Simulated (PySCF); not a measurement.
# Orbital picture of TiS

B3LYP at R = 2.074 Å; basis Ti def2-TZVPP, S def2-TZVPP; no relativity; PySCF 2.14. State: ³Δ (triplet), unpaired electrons σ ↑, δ ↑. Only the outer orbitals are listed, counted within each symmetry.

| spin | orbital | occ. | ε (eV) | on Ti (%) | main shells (%) |
| --- | --- | --- | --- | --- | --- |
| α | 9σ | 1 | -16.76 | 9 | 91 S s |
| α | 10σ | 1 | -7.39 | 31 | 66 S p, 28 Ti d |
| α | 4π | 1 | -6.64 | 29 | 70 S p, 25 Ti d |
| α | 4π | 1 | -6.64 | 29 | 70 S p, 25 Ti d |
| α | 1δ | 1 | -6.01 | 100 | 100 Ti d |
| α | 11σ | 1 | -5.22 | 96 | 65 Ti s, 28 Ti d |
| α | 5π | 0 | -2.30 | 86 | 60 Ti d, 26 Ti p, 13 S p |
| α | 5π | 0 | -2.30 | 86 | 60 Ti d, 26 Ti p, 13 S p |
| α | 12σ | 0 | -2.28 | 80 | 37 Ti p, 30 Ti d, 19 S p |
| β | 3π | 1 | -38.98 | 100 | 100 Ti p |
| β | 3π | 1 | -38.98 | 100 | 100 Ti p |
| β | 9σ | 1 | -16.99 | 8 | 92 S s |
| β | 10σ | 1 | -7.22 | 20 | 78 S p, 14 Ti d |
| β | 4π | 1 | -6.68 | 20 | 79 S p, 17 Ti d |
| β | 4π | 1 | -6.68 | 20 | 79 S p, 17 Ti d |
| β | 11σ | 0 | -2.78 | 99 | 78 Ti s, 14 Ti p |
| β | 1δ | 0 | -1.57 | 100 | 100 Ti d |
| β | 5π | 0 | -1.53 | 89 | 69 Ti d, 20 Ti p, 10 S p |

Task: Which are the highest filled and the lowest empty level, where do they sit, and how wide is the gap?

Result: Highest filled α 11σ at -5.22 eV (in %: 65 Ti s, 28 Ti d); lowest empty β 11σ at -2.78 eV (in %: 78 Ti s, 14 Ti p); the gap at B3LYP is 2.44 eV.

* bond order (Mayer): 2.45
* ⟨S²⟩: 2.036
* charge on Ti (Mulliken, basis-dependent): 0.41
* charge on Ti (Löwdin, basis-dependent): -0.31
* dipole moment (positive dipole means Ti(−)S(+)): -5.34 D
* polarisability along the bond: 113.1 bohr³
* polarisability across the bond: 85.9 bohr³

With d or f electrons several states lie close, and the lowest PBE0 determinant need not be the measured ground state.
